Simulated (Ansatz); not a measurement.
Input file for Ansatz (an electronic-structure program): R-wB97X-V/def2-TZVPPD on HF (SMILES F). Files ending in .json are basis or fitting sets from the Basis Set Exchange.

Ansatz 0.2 input:
```yaml
crystal:
  periodic: [false, false, false]
  atoms:
    - {symbol: F, position_ang: [-0.32197108, 1.22989124, 0.10261259]}
    - {symbol: H, position_ang: [-0.03851373, 0.65189799, 0.78659770]}
basis:
  gaussian:
    orbitals: def2-TZVPPD.json
hamiltonian:
  xc: {name: wB97X-V}
scf: {lower_state_search: off}
```

It printed:

```
WARN ansatz: RAYON_NUM_THREADS=2 ignored (pool sized by the plan → 2); use --threads N
Functional definition: wB97X-V
these checks for a lower state are left out or cut short: stability, starts, cluster_reference, orbital_swaps, neighbouring_geometries, increment
integrals: 0.01 GiB planned
256 factors; their error is unknown
integrals: 0.04 GiB planned
78 factors; integrals over basis functions are off by at most 2.6e-5 eV
mean field: 0.12 GiB planned
mean field evaluation 1: about -2732.2716 eV, gradient 2.9e1 eV
mean field evaluation 2: about -2732.1794 eV, gradient 3.4e1 eV
mean field evaluation 4: about -2733.5482 eV, gradient 2.5e-1 eV
mean field evaluation 8: about -2733.5547 eV, gradient 9.9e-3 eV
mean field -2733.55470959 eV, -100.4562827076 hartree, gradient 1.7e-6 eV, S^2 0.000000; 0 other end points of the search recorded, 0 dependent functions left out
reference -2733.55470776 eV, -100.4562826404 hartree; 5, 5 occupied and 52, 52 virtual orbitals, 256 factors
Total energy: -2733.55470776 eV, -100.4562826404 hartree
Checks for a lower state left out: stability, starts, cluster_reference, orbital_swaps, neighbouring_geometries, increment
```

The calculation finished and met its thresholds.

Cost: about 0.6 core-seconds (a rough figure).
